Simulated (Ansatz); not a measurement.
Start from `O=CB(F)[SiH3]` and change one atom or group to get `CSB(F)[SiH3]`.

Ansatz, PBE0-D4/def2-TZVP geometries, multiplicity 1. Each molecule was computed in one conformer, which needn't be the lowest.

```json
{"property": "HOMO–LUMO gap (PBE/def2-TZVPP) / eV", "`O=CB(F)[SiH3]`": "1.74"}
{"property": "HOMO energy (ωB97M-V/def2-TZVPP) / eV", "`O=CB(F)[SiH3]`": "-9.70"}
{"property": "size of the dipole moment (PBE/def2-TZVPP) / D", "`O=CB(F)[SiH3]`": "1.33"}
{"property": "size of the dipole moment (ωB97M-V/def2-TZVPP) / D", "`O=CB(F)[SiH3]`": "1.46"}
{"property": "HOMO–LUMO gap (ωB97M-V/def2-TZVPP) / eV", "`O=CB(F)[SiH3]`": "8.83"}
{"property": "size of the dipole moment (B3LYP/def2-TZVPP) / D", "`O=CB(F)[SiH3]`": "1.41"}
```

**Question.** Give the same properties after the change, and the shifts. (Best estimate.)

**Answer.** Computed: 
| property | `CSB(F)[SiH3]` | shift |
| --- | --- | --- |
| HOMO–LUMO gap (PBE/def2-TZVPP) / eV | 4.46 | 2.72 |
| HOMO energy (ωB97M-V/def2-TZVPP) / eV | -9.91 | -0.21 |
| size of the dipole moment (PBE/def2-TZVPP) / D | 2.14 | 0.81 |
| size of the dipole moment (ωB97M-V/def2-TZVPP) / D | 2.14 | 0.68 |
| HOMO–LUMO gap (ωB97M-V/def2-TZVPP) / eV | 10.64 | 1.81 |
| size of the dipole moment (B3LYP/def2-TZVPP) / D | 2.19 | 0.78 |

With PBE0 the HOMO falls by 0.35 eV and the LUMO rises by 1.85 eV, so the gap widens by about 2.20 eV. PBE moves the HOMO by -0.70 eV and ωB97M-V by -0.21 eV. Dipoles are sizes alone; their direction can turn.

B3LYP here is the variant with VWN-RPA as its local correlation; programs differ in this.
